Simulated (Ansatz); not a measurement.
Saddle point of Si2H4SF2, closed shell (Si₂H₄SF₂ ([F][Si]([F])([SiH3])[SH]) → Si₂H₂SF₂ ([F][Si]1([F])[SiH2][S]1) + H₂; bonds formed: Si2–S3, H4–H7; bonds broken: Si2–H7, S3–H4), PBE0-D4/def2-TZVP structure:

Si1  (-1.124, 0.399, 0.904)
Si2  (0.490, -0.838, -0.207)
S3  (-1.308, 1.468, -0.767)
H4  (1.044, 0.820, -1.118)
F5  (-2.307, -0.525, 1.423)
F6  (-0.527, 1.031, 2.235)
H7  (1.725, 0.431, -1.145)
H8  (1.887, -1.249, 0.135)
H9  (0.122, -1.537, -1.459)
(Å)

Energies are electronic, without zero-point energy. Barriers and step energies count from the start structure reached by relaxing down the imaginary mode; all methods use the PBE0-D4 structures, on which another method's saddle can fall below an end. Program: Ansatz 0.2.0. Basis: def2-TZVPP, with def2-QZVPP for the basis limit. Cores are frozen in the correlated methods. B3LYP uses VWN-RPA correlation. Extrapolation: Hartree–Fock as exp(−7.88 √X), correlation as X^−2.97.

| method | barrier (kcal/mol) | step energy (kcal/mol) |
| --- | --- | --- |
| SPW92 | 48.13 | 21.31 |
| PBE-D4 | 48.35 | 18.20 |
| BLYP-D4 | 49.61 | 20.09 |
| r2SCAN-D4 | 51.85 | 18.91 |
| B97M-V | 52.71 | 17.81 |
| PBE0-D4 | 52.58 | 20.15 |
| B3LYP-D4 | ? | 21.67 |
| r2SCAN0-D4 | 54.29 | 20.21 |
| BHLYP-D4 | 57.63 | 24.05 |
| CAM-B3LYP-D4 | 56.98 | 23.78 |
| wB97X-V | 57.38 | 22.04 |
| wB97M-V | ? | 20.49 |
| B2PLYP | 54.49 | 20.67 |
| PBE-QIDH | 55.09 | 20.25 |
| RPA on PBE | 55.63 | 20.69 |
| HF | 64.75 | 26.55 |
| MP2 | ? | 18.24 |
| CCSD | 58.26 | 22.57 |
| CCSD(T) | 55.90 | 20.92 |

(1) Fill in the withheld barriers. (To be estimated.)

T1 diagnostic: at most 0.017.

## Answers

(1) The calculation gives: wB97M-V 53.86; MP2 53.92; B3LYP-D4 53.19 kcal/mol. Each is the energy of the saddle less that of the start structure, by the same method.

For comparison, the barrier by CCSD(T) at an estimated basis limit (MP2 extrapolated from triple and quadruple zeta, plus CCSD(T) − MP2 in triple zeta) is 54.33 kcal/mol.

Labels in which every atom is bracketed show which atoms are joined, not bond orders.

For scale, one of the runs: CCSD(T)/def2-TZVPP, 244 basis functions, launched by `ansatz run in.yaml --threads 4 --pin off --events-out ev --progress --plain --max-ram 9574MiB`. Hardware: 4 CPU threads of an Arm Neoverse V2, shared host. Wall time 2.3 min; peak host memory 4.6 GiB.
